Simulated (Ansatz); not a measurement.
Basis sets compared for the cluster Zn₃⁻. The state is a doublet with charge -1. Geometry PBE0/def2-TZVPD. Ansatz on 4 threads of Arm Neoverse V1 on a shared host; times are rough, and most runs start from earlier orbitals.

```csv
atom,x (Å),y (Å),z (Å)
Zn1,0.446,-1.071,1.043
Zn2,-1.419,-0.081,-0.643
Zn3,0.973,1.152,-0.400
```

At PBE/def2-SVPD, PBE/def2-TZVPD, PBE0/def2-SVPD, PBE0/def2-TZVPD the highest occupied level of the charge -1 doublet lies above zero (up to 1.31 eV). By energy differences its removal costs 0.68 eV (vertical, to the charge 0 singlet, at PBE0/def2-TZVPD). The structure comes from a short search, and lower isomers may exist.

| level | functions | energy (Eh) | HOMO (eV) | LUMO (eV) | wall time |
| --- | --- | --- | --- | --- | --- |
| PBE/def2-SVPD | 102 | -5336.6155 | 1.31 | 1.82 | 1.8 s |
| PBE0/def2-SVPD | 102 | -5336.6865 | 0.72 | 2.27 | 3.4 s |

Q: Estimate the rows for PBE/def2-TZVPD (with forces), PBE0/def2-TZVPD.

A: 
```tsv
level	functions	energy (Eh)	HOMO (eV)	LUMO (eV)	wall time
PBE/def2-TZVPD (with forces)	153	-5337.4263	1.15	1.68	3.6 s
PBE0/def2-TZVPD	153	-5337.4652	0.61	2.19	10 s
```
